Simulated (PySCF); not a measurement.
**Spin-rotation constants: `CN([SiH3])[SiH2][SiH2][GeH3]`, CH₁₃GeNSi₃**

Cartesian coordinates in Å; atom numbers follow the order of the lines, from 1:
```xyz
19

C    -0.825   -0.308    1.391
N    -1.390    0.341    0.229
Si   -2.955   -0.211   -0.272
Si   -0.256    1.272   -0.709
Si    1.496   -0.086   -1.391
Ge    3.068   -0.391    0.323
H    -1.608   -0.569    2.102
H    -0.115    0.353    1.892
H    -0.293   -1.230    1.121
H    -3.841   -0.095    0.889
H    -2.899   -1.615   -0.704
H    -3.360    0.655   -1.371
H    -1.043    1.870   -1.787
H     0.198    2.351    0.190
H     1.084   -1.432   -1.824
H     2.218    0.465   -2.547
H     3.368    0.857    1.109
H     2.695   -1.361    1.411
H     4.447   -0.856   -0.061
```

Computed with GIAO KT3/pcSseg-1 magnetisability, rotational g tensor and spin-rotation constants, non-relativistic, gas phase in PySCF 2.14.0. Geometry: GFN2-xTB.

The calculation is non-relativistic, which matters for the atoms heavier than Zn.

Question: Give the nuclear spin-rotation constants along the inertial axes (H = +C I·J) beside the isotropic shieldings.

Answer: Rotational constants 2.5516, 0.4701, 0.4351 GHz. A star marks the isotopologue with that one atom substituted, in its own axes.
| atom | isotope | Caa (kHz) | Cbb (kHz) | Ccc (kHz) | mean (kHz) | σ (ppm) |
| --- | --- | --- | --- | --- | --- | --- |
| N2 | 14N | 0.085 | 0.011 | 0.013 | 0.036 | 262.2 |
| H7 | 1H | -0.096 | -0.009 | -0.050 | -0.051 | 29.0 |
| H8 | 1H | -0.144 | -0.045 | -0.008 | -0.066 | 29.1 |
| H9 | 1H | -0.146 | -0.047 | -0.003 | -0.065 | 28.8 |
| H10 | 1H | -0.111 | -0.004 | -0.034 | -0.050 | 27.2 |
| H11 | 1H | -0.222 | -0.039 | 0.019 | -0.080 | 27.1 |
| H12 | 1H | -0.170 | 0.013 | -0.040 | -0.066 | 27.2 |
| H13 | 1H | -0.081 | 0.001 | -0.040 | -0.040 | 26.5 |
| H14 | 1H | -0.204 | -0.037 | 0.017 | -0.075 | 26.6 |
| H15 | 1H | -0.222 | -0.046 | 0.013 | -0.085 | 28.3 |
| H16 | 1H | -0.186 | 0.006 | -0.043 | -0.075 | 28.6 |
| H17 | 1H | -0.224 | -0.044 | 0.010 | -0.086 | 28.6 |
| H18 | 1H | -0.225 | 0.008 | -0.040 | -0.086 | 28.7 |
| H19 | 1H | 0.040 | -0.043 | -0.036 | -0.013 | 28.5 |
| C1 | 13C* | 0.481 | 0.071 | 0.083 | 0.212 | 145.5 |
| Si3 | 29Si* | -1.264 | -0.277 | -0.259 | -0.600 | 409.3 |
| Si4 | 29Si* | -1.504 | -0.251 | -0.265 | -0.673 | 397.1 |
| Si5 | 29Si* | -1.169 | -0.226 | -0.201 | -0.532 | 489.6 |
| Ge6 | 73Ge* | -0.578 | -0.108 | -0.104 | -0.263 | 1676.2 |

For the geometry as given, no vibrational averaging.

Question: How do the rotational constants and the g tensor change when H7, H8, H9, H10, H11, H12, H13, H14, H15, H16, H17, H18, H19 are replaced by deuterium?

Answer: Constants 2.0439, 0.4275, 0.3944 GHz; g -0.0302, -0.0077, -0.0067, against -0.0377, -0.0085, -0.0074 before.
